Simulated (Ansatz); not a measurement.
A CCSD(T) single point on F2H4OSi2 (`O[SiH](F)[SiH2]F`).

```yaml
crystal:
  periodic: [false, false, false]
  atoms:
    - {symbol: O, position_ang: [0.844256, 1.766691, -0.485036]}
    - {symbol: Si, position_ang: [0.969393, 0.137753, -0.453135]}
    - {symbol: F, position_ang: [0.986743, -0.459718, -1.938460]}
    - {symbol: Si, position_ang: [-0.894005, -0.772368, 0.668268]}
    - {symbol: F, position_ang: [-2.133896, 0.202580, 0.333755]}
    - {symbol: H, position_ang: [-0.014158, 2.154901, -0.665145]}
    - {symbol: H, position_ang: [2.284576, -0.163879, 0.153839]}
    - {symbol: H, position_ang: [-1.253017, -2.143889, 0.226622]}
    - {symbol: H, position_ang: [-0.701490, -0.768270, 2.142294]}
basis:
  gaussian: {orbitals: def2-SVP}
correlation: {method: ccsd_t}
```

```sh
$ ansatz run in.yaml --threads 4 --pin off --events-out ev --progress --plain
```

The program prints (abridged):

```
Functional definition: HF
921 factors; integrals over basis functions are off by at most 1.1e-3 eV
mean field evaluation 1: about -23225.9465 eV, gradient 4.5e1 eV
mean field evaluation 2: about -23225.9485 eV, gradient 4.5e1 eV
mean field evaluation 4: about -23229.9013 eV, gradient 2.6e0 eV
mean field evaluation 8: about -23229.9306 eV, gradient 1.7e-1 eV
mean field evaluation 16: about -23229.9268 eV, gradient 4.9e-1 eV
mean field -23229.93071541 eV, -853.6842079786 hartree, gradient 2.5e-6 eV, S^2 0.000000; 0 other end points of the search recorded, 0 dependent functions left out
13 core orbitals not correlated: weight in the atoms' cores, before any rotation towards them, 1.000 or more for the frozen orbitals, at most 0.000 for the correlated occupied ones
reference -23229.93071541 eV, -853.6842079786 hartree; 16, 16 occupied and 69, 69 virtual orbitals, 921 factors
second order -20.24321354 eV of doubles, -0.00000000 eV of singles
cycle   1  -20.63995955 eV  change   -4.0e-1 eV  update   1.1e-1
cycle   2  -21.12177616 eV  change   -4.8e-1 eV  update   3.0e-2
cycle   3  -21.25453301 eV  change   -1.3e-1 eV  update   1.6e-2
cycle   4  -21.24747891 eV  change    7.1e-3 eV  update   3.3e-3
cycle   5  -21.24542565 eV  change    2.1e-3 eV  update   1.4e-3
cycle   6  -21.24591731 eV  change   -4.9e-4 eV  update   4.1e-4
cycle   7  -21.24576650 eV  change    1.5e-4 eV  update   1.4e-4
cycle   8  -21.24566462 eV  change    1.0e-4 eV  update   4.9e-5
cycle   9  -21.24567901 eV  change   -1.4e-5 eV  update   1.9e-5
perturbative correction -0.38351875 eV, -0.0140940540 hartree
Total energy: -23251.55991317 eV, -854.4790663355 hartree
```

Hardware: 4 threads of a server CPU on a shared host. Wall time 6 s, peak host memory 0.39 GiB.

Correlation energy per correlated electron: -0.676 eV. T1 diagnostic: 0.0124.
